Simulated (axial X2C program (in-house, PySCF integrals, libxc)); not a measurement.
## Potential curves of MgNi, 2c

Calculated with an in-house relativistic program for diatomic molecules. Two-component (2c) means X2C with spin–orbit coupling and atomic mean-field two-electron Coulomb and Gaunt terms. Basis: Ni dyall-cv3z [9s9p6d3f2g], Mg dyall-cv3z [9s8p6d3f] (cores contracted in-house); Gaussian nuclei, density fitting, unrestricted open shells. Masses: Ni 57.935 u, Mg 23.985 u.

State: Ω = 3 (⟨Sz⟩ = 1.00, ⟨Lz⟩ = 2.00 at HF). Energies in eV from the fragments at the same level (Ni + Mg). Fits are polynomials in 1 − R0/R over 0.85 to 1.23 times the lowest point R0.

| R (Å) | CCSD | HF |
| --- | --- | --- |
| 2.1524 |  | 2.0713 |
| 2.2513 | -0.1667 | 1.8444 |
| 2.3256 | -0.2360 | 1.7253 |
| 2.3998 | -0.2715 | 1.6405 |
| 2.4740 | -0.2789 | 1.5827 |
| 2.5606 | -0.2625 | 1.5415 |
| 2.6472 | -0.2269 | 1.5217 |
| 2.7585 | -0.1638 | 1.5181 |
| 2.8946 |  | 1.5342 |
| 3.0925 |  | 1.5752 |

Correlated methods: 12 electrons correlated (number of frozen shells: Ni 3 s, 2 p; Mg 2 s, 1 p), 294 virtual spin orbitals or spinors in MP2, 90 natural virtuals in coupled cluster.

The state is one determinant whose occupation by symmetry is held fixed; it was picked as the lowest of a PBE0 search that is not exhaustive. De is counted from the lowest determinant-based energies of the atoms at the same level, without counterpoise correction. CCSD ran in a truncated set of natural virtual spinors with an MP2 remainder; without triples it tends to underbind. With several unpaired electrons one determinant need not be a pure state. A state of lower Ω lies just above, and one determinant can place such states too high, so the state shown need not be the lowest. The search has Ω = 1 only 0.05 eV up. The determinant is spin-polarised beyond a pure state at some levels (its spin-free form has ⟨S²⟩ too high), which makes Re and μ there less reliable. The lowest spin-free determinant has another configuration (M_S = 1, Λ = 0), so the order of states is uncertain and this need not be the ground state. Coupled cluster ran on the points near the minimum only. MP2 and coupled cluster on one determinant become unreliable at the stretched end.

Q: What are Re, ωe and De at the CCSD level?

A: At CCSD, 2c: Re = 2.461 Å, ωe ≈ 252 cm⁻¹, De = 0.28 eV to Ni + Mg; Be follows as 0.164 cm⁻¹.

Q: What are Re, ωe and De at the HF level?

A: At HF, 2c: Re = 2.722 Å, ωe ≈ 154 cm⁻¹, De = -1.52 eV to Ni + Mg; Be follows as 0.134 cm⁻¹.
